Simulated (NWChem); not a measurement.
System: BeCl, doublet; SMILES [Cl][Be]

Parts of the log:

```
             Northwest Computational Chemistry Package (NWChem) 7.3.0
             --------------------------------------------------------

                             Geometry "geometry" -> ""
                             -------------------------

 Output coordinates in angstroms (scale by  1.889725989 to convert to a.u.)

  No.       Tag          Charge          X              Y              Z
 ---- ---------------- ---------- -------------- -------------- --------------
    1 Be                   4.0000     0.00000000     0.00000000    -1.46903400
    2 Cl                  17.0000     0.00000000     0.00000000     0.36913900

 Effective nuclear repulsion energy (a.u.)      19.5759881861

                                 NWChem DFT Module
                                 -----------------

 Summary of "ao basis" -> "ao basis" (spherical)
 ------------------------------------------------------------------------------
       Tag                 Description            Shells   Functions and Types
 ---------------- ------------------------------  ------  ---------------------
 Be                         6-31+g*                  8       18   4s3p1d
 Cl                         6-31+g*                 10       22   5s4p1d

            General Information
            -------------------
          SCF calculation type: DFT
          Wavefunction type:  spin polarized.
          No. of atoms     :     2
          No. of electrons :    21
           Alpha electrons :    11
            Beta electrons :    10
          Charge           :     0
          Spin multiplicity:     2
          Use of symmetry is: off; symmetry adaption is: off
          Maximum number of iterations: 150
          AO basis - number of functions:    40
                     number of shells:    18
          Convergence on energy requested:  1.00D-06
          Convergence on density requested:  1.00D-05
          Convergence on gradient requested:  5.00D-04

              XC Information
              --------------
                        Slater Exchange Functional  1.000 local
                      VWN V Correlation Functional  1.000 local

             Grid Information
             ----------------
          Grid used for XC integration:  medium
          Radial quadrature: Mura-Knowles
          Angular quadrature: Lebedev.
          Tag              B.-S. Rad. Rad. Pts. Rad. Cut. Ang. Pts.
          ---              ---------- --------- --------- ---------
          Be                  1.05       49          11.0       434
          Cl                  1.00       88          12.0       590
          Grid pruning is: on
          Number of quadrature shells:   137
          Spatial weights used:  Erf1

      Superposition of Atomic Density Guess
      -------------------------------------

 Sum of atomic energies:        -474.02084038

      Non-variational initial energy
      ------------------------------

 Total energy =    -474.265281
 1-e energy   =    -692.648854
 2-e energy   =     198.807584
 HOMO         =      -0.170175
 LUMO         =       0.037815

   convergence    iter        energy       DeltaE   RMS-Dens  Diis-err
 ---------------- ----- ----------------- --------- --------- ---------
 d= 0,ls=0.0,diis     1   -473.1869058494 -4.93D+02  1.77D-02  7.68D-02
                                                     1.03D-02  7.14D-02
 d= 0,ls=0.0,diis     2   -473.1560856283  3.08D-02  9.82D-03  1.05D-01
                                                     8.99D-03  1.02D-01
 d= 0,ls=0.0,diis     3   -473.2232274197 -6.71D-02  2.73D-03  1.28D-02
                                                     2.43D-03  1.20D-02
 d= 0,ls=0.0,diis     4   -473.2317879635 -8.56D-03  5.56D-04  1.86D-04
                                                     4.86D-04  1.79D-04
 d= 0,ls=0.0,diis     5   -473.2319148052 -1.27D-04  1.01D-04  2.28D-05
                                                     9.50D-05  2.08D-05
  Resetting Diis
 d= 0,ls=0.0,diis     6   -473.2319272126 -1.24D-05  2.35D-05  5.81D-07
                                                     2.06D-05  6.91D-07
 d= 0,ls=0.0,diis     7   -473.2319277923 -5.80D-07  1.98D-06  7.44D-10
                                                     3.12D-06  3.20D-09

[...]

                                NWChem TDDFT Module
                                -------------------

            General Information
            -------------------
           No. of orbitals :      80
            Alpha orbitals :      40
             Beta orbitals :      40
        Alpha frozen cores :       0
         Beta frozen cores :       0
     Alpha frozen virtuals :       0
      Beta frozen virtuals :       0
         Spin multiplicity :       2
    Number of AO functions :      40
        Use of symmetry is : off
      Symmetry adaption is : off
         Schwarz screening :  0.10D-07

              XC Information
              --------------
                 Slater Exchange Functional   1.00 local
               VWN V Correlation Functional   1.00 local

             TDDFT Information
             -----------------
          Calculation type : Tamm-Dancoff TDDFT
         Wavefunction type : Unrestricted
          No. of electrons :      21
           Alpha electrons :      11
            Beta electrons :      10
              No. of roots :       8
          Max subspacesize :    5600
            Max iterations :     100
               Target root :       1
           Target symmetry : none
      Symmetry restriction : off
                 Algorithm : Optimal
        Davidson threshold :  0.10D-03

    8 smallest eigenvalue differences (eV)
--------------------------------------------------------
  No. Spin  Occ  Vir  Irrep   E(Occ)    E(Vir)   E(Diff)
--------------------------------------------------------
    1    1   11   12 a        -0.194    -0.079     3.133
    2    1   11   13 a        -0.194    -0.079     3.133
    3    2   10   11 a        -0.307    -0.127     4.892
    4    2    9   11 a        -0.307    -0.127     4.892
    5    1   11   14 a        -0.194    -0.005     5.156
    6    1   11   15 a        -0.194     0.012     5.619
    7    1   11   16 a        -0.194     0.027     6.028
    8    1   11   17 a        -0.194     0.027     6.028
--------------------------------------------------------

  Entering Davidson iterations
  Unrestricted

  Iter   NTrls   NConv    DeltaV     DeltaE      Time
  ----  ------  ------  ---------  ---------  ---------
    1      8       0     0.39E-01   0.10+100        1.0
    2     16       0     0.15E-01   0.22E-02        1.1
    3     24       4     0.18E-02   0.29E-03        1.1
    4     28       6     0.34E-03   0.71E-05        0.8
    5     30       8     0.53E-04   0.17E-06        0.7
  ----  ------  ------  ---------  ---------  ---------
  Convergence criterion met

  Ground state a        -473.231927792329 a.u.
  <S2> =   0.7521

  ----------------------------------------------------------------------------
  Root   1         a              0.125957916 a.u.                3.4275 eV
  <S2> =   0.7491
  ----------------------------------------------------------------------------
     Transition Moments    X  0.78061   Y  0.79926   Z -0.00000
     Dipole Oscillator Strength                    0.1048108367
     Electric Quadrupole                           0.0000002382
     Magnetic Dipole                               0.0000012324
     Total Oscillator Strength                     0.1048123073

     Occ.   11 alpha a   ---  Virt.   12 alpha a       -0.98827
     Occ.    8 beta  a   ---  Virt.   12 beta  a       -0.05681
     Occ.   10 beta  a   ---  Virt.   11 beta  a        0.12258
  ----------------------------------------------------------------------------
  Root   2         a              0.125957916 a.u.                3.4275 eV
  <S2> =   0.7491
  ----------------------------------------------------------------------------
     Transition Moments    X -0.79926   Y  0.78061   Z -0.00000
     Dipole Oscillator Strength                    0.1048108369
     Electric Quadrupole                           0.0000002382
     Magnetic Dipole                               0.0000012324
     Total Oscillator Strength                     0.1048123075

     Occ.   11 alpha a   ---  Virt.   13 alpha a        0.98827
     Occ.    8 beta  a   ---  Virt.   13 beta  a        0.05681
     Occ.    9 beta  a   ---  Virt.   11 beta  a       -0.12258
  ----------------------------------------------------------------------------
  Root   3         a              0.179576600 a.u.                4.8865 eV
  <S2> =   0.7851
  ----------------------------------------------------------------------------
     Transition Moments    X  0.34863   Y  0.32043   Z -0.00000
     Dipole Oscillator Strength                    0.0268436109
     Electric Quadrupole                           0.0000000445
     Magnetic Dipole                               0.0000000135
     Total Oscillator Strength                     0.0268436689

     Occ.   11 alpha a   ---  Virt.   12 alpha a       -0.11836
     Occ.   11 alpha a   ---  Virt.   16 alpha a       -0.05844
     Occ.   10 beta  a   ---  Virt.   11 beta  a       -0.98982
  ----------------------------------------------------------------------------
  Root   4         a              0.179576602 a.u.                4.8865 eV
  <S2> =   0.7851
  ----------------------------------------------------------------------------
     Transition Moments    X -0.32043   Y  0.34863   Z  0.00000
     Dipole Oscillator Strength                    0.0268436107
     Electric Quadrupole                           0.0000000445
     Magnetic Dipole                               0.0000000135
     Total Oscillator Strength                     0.0268436687

[...]
```

Level: LDA (Slater exchange, VWN5)/6-31+G* (spherical d), spin-unrestricted, TDA. All runs use the structure optimised with PBE0/def2-SVP, spin-unrestricted. The spin multiplicity was typed, not searched, and may not be the lowest. No stability test was run on the SCF state.

**Question.** Which NWChem input produces such a log?

**Answer.** This is not unique; one that fits is the input that was run:
```
start job
memory heap 200 mb stack 900 mb global 1100 mb
geometry units angstroms noautosym nocenter noautoz
  Be     0.000000     0.000000    -1.469034
  Cl     0.000000     0.000000     0.369139
end
basis spherical
  * library 6-31+g*
end
dft
  odft
  mult 2
  xc slater vwn_5
  iterations 150
end
tddft
  cis
  nroots 8
end
task tddft energy
```
